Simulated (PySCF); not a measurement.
Correlation energy of O²⁺ (oxygen, charge +2)

[He] 2s1 2p2 3s1, high-spin 5P determinant (an excited configuration). Computed with PySCF 2.14 in dyall-acv3z (15s9p4d2f, 76 functions), with the spin-free X2C one-electron Hamiltonian (Gaussian nucleus). Frozen: 1s2; 4 electrons correlated; the 13 highest virtual orbitals of each spin left out.

| level | correlation energy (mhartree) |
| --- | --- |
| CCSD | -24.69 |
| (T) | -0.15 |
| CCSD(T) | -24.84 |

Diagnostics: T1 = 0.0041, D1 = 0.0111, largest double amplitude 0.043.

Question: Is a single reference adequate?

Answer: Yes: T1 lies below 0.03 and no double amplitude reaches 0.07.
